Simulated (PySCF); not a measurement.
tetrasilane (H₁₀Si₄), singlet, geometry from GFN2-xTB; MP2/6-31G (PySCF).

Here is a job for PySCF.
```python
from pyscf import gto, scf, mp

mol = gto.Mole()
mol.atom = '''
    Si    2.125832   -0.979920    0.952138
    Si    1.089819    0.983751    0.304269
    Si   -0.750450    0.703644   -1.090761
    Si   -2.444427   -0.604187   -0.213788
    H     3.284636   -0.803592    1.829553
    H     1.193102   -1.852029    1.671989
    H     2.600018   -1.744884   -0.204505
    H     2.078802    1.892367   -0.299304
    H     0.657360    1.723128    1.503663
    H    -0.288131    0.112737   -2.359357
    H    -1.295249    2.003580   -1.516592
    H    -2.960346   -0.046722    1.039570
    H    -3.603095   -0.779838   -1.091518
    H    -1.957921   -1.950769    0.100489
'''
mol.basis = '6-31g'
mol.charge = 0
mol.spin = 0
mol.verbose = 4
mol.build()

mf = scf.RHF(mol)
mf.kernel()

pt = mp.MP2(mf, frozen=20)
pt.kernel()
print('E(MP2) = %.10f' % pt.e_tot)
mf.analyze()
```

It wrote (shortened):

```
PySCF version 2.14.0

[INPUT] verbose = 4
[INPUT] num. atoms = 14
[INPUT] num. electrons = 66
[INPUT] charge = 0
[INPUT] spin (= nelec alpha-beta = 2S) = 0
[INPUT] symmetry False subgroup None
[INPUT] Mole.unit = angstrom
[INPUT] Symbol           X                Y                Z      unit          X                Y                Z       unit  Magmom
[INPUT]  1 Si     2.125832000000  -0.979920000000   0.952138000000 AA    4.017240266836  -1.851780423984   1.799280052791 Bohr   0.0
[INPUT]  2 Si     1.089819000000   0.983751000000   0.304269000000 AA    2.059459435347   1.859019964767   0.574985078195 Bohr   0.0
[INPUT]  3 Si    -0.750450000000   0.703644000000  -1.090761000000 AA   -1.418144970180   1.329694449193  -2.061239557357 Bohr   0.0
[INPUT]  4 Si    -2.444427000000  -0.604187000000  -0.213788000000 AA   -4.619297561492  -1.141747958023  -0.404000768719 Bohr   0.0
[INPUT]  5 H      3.284636000000  -0.803592000000   1.829553000000 AA    6.207062458887  -1.518568795891   3.457354100376 Bohr   0.0
[INPUT]  6 H      1.193102000000  -1.852029000000   1.671989000000 AA    2.254636018671  -3.499827584752   3.159601293285 Bohr   0.0
[INPUT]  7 H      2.600018000000  -1.744884000000  -0.204505000000 AA    4.913321938939  -3.297352879136  -0.386458441104 Bohr   0.0
[INPUT]  8 H      2.078802000000   1.892367000000  -0.299304000000 AA    3.928366447198   3.576055357165  -0.565602587987 Bohr   0.0
[INPUT]  9 H      0.657360000000   1.723128000000   1.503663000000 AA    1.242230365244   3.256239997570   2.841511253642 Bohr   0.0
[INPUT] 10 H     -0.288131000000   0.112737000000  -2.359357000000 AA   -0.544488677997   0.213042054105  -4.458538560075 Bohr   0.0
[INPUT] 11 H     -1.295249000000   2.003580000000  -1.516592000000 AA   -2.447665873117   3.786217468656  -2.865943522706 Bohr   0.0
[INPUT] 12 H     -2.960346000000  -0.046722000000   1.039570000000 AA   -5.594243173952  -0.088291783992   1.964502587314 Bohr   0.0
[INPUT] 13 H     -3.603095000000  -0.779838000000  -1.091518000000 AA   -6.808862750790  -1.473680241529  -2.062670080033 Bohr   0.0
[INPUT] 14 H     -1.957921000000  -1.950769000000   0.100489000000 AA   -3.699934463535  -3.686419142292   0.189896688531 Bohr   0.0

nuclear repulsion = 323.711686628067
number of shells = 48
number of NR pGTOs = 224
number of NR cGTOs = 72
basis = 6-31g
ecp = {}

******** <class 'pyscf.scf.hf.RHF'> ********
method = RHF
initial guess = minao
damping factor = 0
level_shift factor = 0
DIIS = <class 'pyscf.scf.diis.CDIIS'>
diis_start_cycle = 1
diis_space = 8
diis_damp = 0
SCF conv_tol = 1e-09
SCF conv_tol_grad = None
SCF max_cycles = 50
direct_scf = True
direct_scf_tol = 1e-13
Set gradient conv threshold to 3.16228e-05
Initial guess from minao.
init E= -1161.02642307043
  HOMO = -0.276948441602496  LUMO = 0.0715722410456858  gap/eV = 9.48373
cycle= 1 E= -1161.25939800023  delta_E= -0.233  |g|= 0.235  |ddm|= 2.91
  HOMO = -0.410598182136463  LUMO = 0.0840499045361627  gap/eV = 13.46006
cycle= 2 E= -1161.29169040785  delta_E= -0.0323  |g|= 0.058  |ddm|= 0.617
  HOMO = -0.381241895046172  LUMO = 0.109903438800647  gap/eV = 13.36475
cycle= 3 E= -1161.29379503389  delta_E= -0.0021  |g|= 0.0146  |ddm|= 0.164
  HOMO = -0.389307647589292  LUMO = 0.106613956577845  gap/eV = 13.49471
cycle= 4 E= -1161.29393747439  delta_E= -0.000142  |g|= 0.00155  |ddm|= 0.058
  HOMO = -0.3894553305113  LUMO = 0.106590134369138  gap/eV = 13.49808
cycle= 5 E= -1161.29393929361  delta_E= -1.82e-06  |g|= 0.000333  |ddm|= 0.00654
  HOMO = -0.389546357802819  LUMO = 0.106575956920708  gap/eV = 13.50018
cycle= 6 E= -1161.29393938387  delta_E= -9.03e-08  |g|= 7.31e-05  |ddm|= 0.00125
  HOMO = -0.389544969698744  LUMO = 0.106586923136813  gap/eV = 13.50044
cycle= 7 E= -1161.29393938878  delta_E= -4.91e-09  |g|= 7.52e-06  |ddm|= 0.00033
  HOMO = -0.389545446895477  LUMO = 0.106586218705423  gap/eV = 13.50043
cycle= 8 E= -1161.29393938883  delta_E= -5.23e-11  |g|= 1.32e-06  |ddm|= 3.38e-05
  HOMO = -0.389545312445764  LUMO = 0.106586291252336  gap/eV = 13.50043
Extra cycle  E= -1161.29393938884  delta_E= -5.91e-12  |g|= 4.71e-07  |ddm|= 4.5e-06
converged SCF energy = -1161.29393938884

******** <class 'pyscf.mp.mp2.RMP2'> ********
nocc = 13, nmo = 52
frozen orbitals 20
E(RMP2) = -1161.51261006052  E_corr = -0.218670671682314
E(SCS-RMP2) = -1161.53251601495  E_corr = -0.238576626114242
E_corr(same-spin) = -0.0274940537360013
E_corr(oppo-spin) = -0.191176617946313
E(MP2) = -1161.5126100605
**** SCF Summaries ****
Total Energy =                       -1161.293939388838226
Nuclear Repulsion Energy =             323.711686628067469
One-electron Energy =                -2254.745205692189302
Two-electron Energy =                  769.739579675283494
Two-electron Coulomb Energy =          854.698123436027686
DFT Exchange-Correlation Energy =      -84.958543760744192
HOMO-LUMO gap [eV] =                    13.500428584950672
**** MO energy ****
MO #1   energy= -68.766728746189   occ= 2
MO #2   energy= -68.7667237074771  occ= 2
MO #3   energy= -68.7646887201365  occ= 2
MO #4   energy= -68.7646725448336  occ= 2
MO #5   energy= -6.13988912467197  occ= 2
MO #6   energy= -6.1398864073625   occ= 2
MO #7   energy= -6.13876706834256  occ= 2
MO #8   energy= -6.13862526067599  occ= 2
MO #9   energy= -4.24451328404766  occ= 2
MO #10  energy= -4.24450972865077  occ= 2
MO #11  energy= -4.24439658430934  occ= 2
MO #12  energy= -4.24439640300085  occ= 2
MO #13  energy= -4.24439117520709  occ= 2
MO #14  energy= -4.24438745927141  occ= 2
MO #15  energy= -4.24339388094361  occ= 2
MO #16  energy= -4.24309255608604  occ= 2
MO #17  energy= -4.2430847438443   occ= 2
MO #18  energy= -4.24300752738096  occ= 2
MO #19  energy= -4.24299148998242  occ= 2
MO #20  energy= -4.24270621248084  occ= 2
MO #21  energy= -0.801721680711097 occ= 2
MO #22  energy= -0.761743819150761 occ= 2
MO #23  energy= -0.708907792732488 occ= 2
MO #24  energy= -0.658123270671245 occ= 2
MO #25  energy= -0.508659920125576 occ= 2
MO #26  energy= -0.505013218102217 occ= 2
MO #27  energy= -0.49181378102342  occ= 2
MO #28  energy= -0.483865562896698 occ= 2
MO #29  energy= -0.469496030287569 occ= 2
MO #30  energy= -0.466306359757145 occ= 2
MO #31  energy= -0.434314781618379 occ= 2
MO #32  energy= -0.408659964972399 occ= 2
MO #33  energy= -0.389545312445764 occ= 2
MO #34  energy= 0.106586291252336  occ= 0
MO #35  energy= 0.119222425110235  occ= 0
MO #36  energy= 0.135964873771361  occ= 0
MO #37  energy= 0.137553963328159  occ= 0
MO #38  energy= 0.149939164076672  occ= 0
MO #39  energy= 0.158467631101336  occ= 0
MO #40  energy= 0.179926185045137  occ= 0
MO #41  energy= 0.207187305794309  occ= 0
 ** Mulliken pop on meta-lowdin orthogonal AOs  **
 ** Mulliken pop  **
 ** Mulliken atomic charges  **
charge of    0Si =      0.24170
charge of    1Si =      0.14028
charge of    2Si =      0.14028
charge of    3Si =      0.24170
charge of    4H =     -0.07374
charge of    5H =     -0.08251
charge of    6H =     -0.08162
charge of    7H =     -0.06839
charge of    8H =     -0.07572
charge of    9H =     -0.07572
charge of   10H =     -0.06839
charge of   11H =     -0.08162
charge of   12H =     -0.07374
charge of   13H =     -0.08251
Dipole moment(X, Y, Z, Debye):  0.03783,  0.18808, -0.08766
```
